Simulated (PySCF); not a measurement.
Polarisability and C₆ of Cs (caesium, neutral)

[Xe] 6s1, 2S determinant. All numbers are calculated (PySCF 2.14, a scalar-relativistic core potential, in def2-QZVPPD with the def2 core potential (46 electrons) (6s5p4d3f, 62 functions)). Coupled (time-dependent) response in atomic units; α is the mean over directions.

```
method  mean α (bohr³)  C₆ (like pair)   S(−4)
   UHF           647.4           13630  372000
   PBE           463.0            8439  187800
  PBE0           511.0            9724  228800
 TPSSh           633.1           13180  356700
 B97-3           488.8            9090  210500
```

S(−4) is the Cauchy moment in α(ω) = α(0) + S(−4) ω² + …

Reference α: 400.9 ± 0.7 bohr³ (recommended; Schwerdtfeger and Nagle, table of static dipole polarizabilities (2023 update)). Published C₆: 6660 (Gould and Bucko (2016)).

Hartree-Fock lies above the reference because it lacks correlation, which contracts the outer shell.

α(iu) at UHF:

```csv
u (hartree),α(iu) (bohr³)
0,647.4
0.0500,271.3
0.100,107.2
0.200,40.19
0.300,24.81
0.500,14.51
0.750,9.209
1.00,6.354
1.50,3.477
2.00,2.154
3.00,1.040
5.00,0.3933
```

A single London oscillator, α(iu) = α/(1 + u²/ω²), gives C₆ = (3/4) ω α². Matching the computed C₆ needs ω = 4 × 13630 / (3 × 647.4²) = 0.0434 hartree.

Energies and moments cover only the electrons outside the core potential. Spin-orbit coupling, which splits the p, d and f shells strongly at this Z, is absent.
